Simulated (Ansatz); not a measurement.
Program: Ansatz. Geometries: PBE0-D4/def2-TZVP. ΔE: electronic, gas phase. CCSD(T)/CBS is the MP2 limit (def2-TZVPP, def2-QZVPP) plus CCSD(T) − MP2 in def2-TZVPP, frozen cores. This one scheme is used for every species. DFT in def2-TZVPP. One conformer a species, not always the lowest.

Reaction (hydrogenolysis of the Si–F bond): `CC[SiH](F)S` + H₂ → `CC[SiH2]S` + H–F

`CC[SiH](F)S`:

Z-matrix (Å, degrees):
```
C
C 1 1.528
H 1 1.092 2 111.3
H 1 1.092 2 111.2 3 -120.1
H 1 1.093 2 111.5 3 120.0
Si 2 1.859 1 113.4 3 -59.9
H 2 1.096 1 110.5 3 61.6
H 2 1.095 1 111.0 3 179.0
S 6 2.125 2 112.7 1 178.6
F 6 1.603 2 107.5 1 56.2
H 6 1.482 2 113.5 1 -62.0
H 9 1.344 6 94.4 2 -44.3
```

H₂:

```xyz
2

H    -0.181    0.326    0.004
H     0.181   -0.326   -0.004
```

`CC[SiH2]S`:

Z-matrix (Å, degrees):
```
C
C 1 1.527
H 1 1.093 2 111.4
H 1 1.093 2 111.5 3 120.0
H 1 1.093 2 111.4 3 -120.0
Si 2 1.871 1 112.8 3 -60.7
H 2 1.095 1 111.0 3 60.6
H 2 1.096 1 110.5 3 178.1
S 6 2.143 2 113.0 1 178.5
H 6 1.489 2 109.5 1 -58.0
H 6 1.486 2 111.0 1 62.3
H 9 1.344 6 94.7 2 64.1
```

H–F:

Z-matrix (Å, degrees):
```
F
H 1 0.920
```

Question: Is it downhill or uphill in electronic energy at CCSD(T)/CBS, and by how much? (Estimate.)

Answer: The calculation gave: Uphill: ΔE = +123.9 kJ/mol.

Question: What do these levels give: B97M-V, r2SCAN0-D4, BHLYP-D4, ωB97X-V, B2PLYP, BLYP, r2SCAN, LC-ωPBE, CCSD(T)/def2-SVP, HF/def2-TZVPP, CCSD/def2-TZVPP, MP2/def2-QZVPP? (Estimate.)

Answer: Computed: B97M-V 132.6, r2SCAN0-D4 128.4, BHLYP-D4 129.1, ωB97X-V 127.2, B2PLYP 127.7, BLYP 127.0, r2SCAN 132.9, LC-ωPBE 121.4, CCSD(T)/def2-SVP 112.4, HF/def2-TZVPP 123.3, CCSD/def2-TZVPP 120.9, MP2/def2-QZVPP 127.9 kJ/mol.

Largest T1 diagnostic among the species: 0.011.

Leaving LDA and LC-ωPBE aside and taking each functional with its dispersion term where it has one, the values, not all of them listed here, spread over 15.7 kJ/mol, from HSE06-D4 to r2SCAN-D4. LDA lies +3.1 kJ/mol from PBE without D4. From r2SCAN to r2SCAN0 (25 % exact exchange), in def2-TZVPP and without D4, ΔE moves by −5.1 kJ/mol.
